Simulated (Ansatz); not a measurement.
Relaxation of ClFH₆Si₂ (10 atoms, charge 0, multiplicity 1), to a largest force component of 0.03 eV/Å in at most 50 steps.

The calculation used Ansatz, RKS PBE0-D4/def2-SVP.

```xyz
10
Properties=species:S:1:pos:R:3
Si -0.795 0.779 0.202
F 0.391 1.918 -0.048
H -1.617 0.681 -1.036
H -1.645 1.318 1.307
Si 0.166 -1.242 0.890
H 1.336 1.326 -1.917
Cl 1.112 0.233 -2.601
H 0.931 -1.915 -0.197
H -0.947 -2.130 1.351
H 1.068 -0.967 2.050
```

Q: Where does it end, and by what steps?

A: The forces met the threshold. The force dipped under the threshold on the way, but the program's further checks kept it going. After 30 steps the energy has fallen by 0.081 eV; Cl7 moved furthest, 1.52 Å.

| step | energy less start (eV) | largest force component (eV/Å) | accepted |
| --- | --- | --- | --- |
| 0 | 0.0000 | 0.500 | yes |
| 2 | 0.0414 | 0.663 | no |
| 4 | -0.0451 | 0.046 | yes |
| 6 | -0.0480 | 0.056 | yes |
| 8 | -0.0497 | 0.149 | yes |
| 10 | -0.0518 | 0.176 | yes |
| 12 | -0.0625 | 0.116 | yes |
| 14 | -0.0706 | 0.195 | yes |
| 16 | -0.0745 | 0.041 | yes |
| 18 | -0.0753 | 0.050 | yes |
| 20 | -0.0765 | 0.072 | yes |
| 22 | -0.0776 | 0.105 | yes |
| 24 | -0.0788 | 0.078 | yes |
| 26 | -0.0799 | 0.017 | yes |
| 28 | -0.0803 | 0.023 | yes |
| 30 | -0.0806 | 0.022 | yes |

```xyz
10
Properties=species:S:1:pos:R:3
Si -1.057 0.779 0.194
F -0.170 1.789 -0.770
H -2.338 0.518 -0.526
H -1.339 1.535 1.450
Si 0.121 -1.203 0.631
H 1.431 1.155 -1.500
Cl 2.376 0.305 -1.754
H 0.281 -2.025 -0.601
H -0.742 -1.943 1.607
H 1.437 -0.912 1.267
```

Whether the end is a true minimum wasn't checked by a vibrational analysis.

The run took 77 s on 2 threads of Intel(R) Xeon(R) Platinum 8488C (Sapphire Rapids), with other jobs on the host, peak memory 0.23 GiB.
